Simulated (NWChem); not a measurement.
System: HgCl2; SMILES [Cl][Hg][Cl]

Results from NWChem. Geometry: optimised at PBE0/def2-SVP. def2 effective core potentials on Hg; no spin-orbit coupling. Level PBE0/def2-TZVP: single points from the atomic guess with DIIS by default; each run changes one setting, and all converged runs end within 0.3 mHa of each other. cgmin counts macro-iterations, each dearer than a DIIS step.

Problem. Which setting needs the most SCF iterations, or fails (level shift of 0.5 Ha throughout; DIIS on 3 Fock matrices; quadratically convergent solver (cgmin); DIIS on 20 Fock matrices; defaults; occupation smearing of 0.005 Ha)?

Solution. level shift of 0.5 Ha throughout, with 11 against 7 for the defaults.
```csv
setting,SCF iterations
defaults,7
quadratically convergent solver (cgmin),5
level shift of 0.5 Ha throughout,11
DIIS on 3 Fock matrices,7
occupation smearing of 0.005 Ha,7
DIIS on 20 Fock matrices,7
```
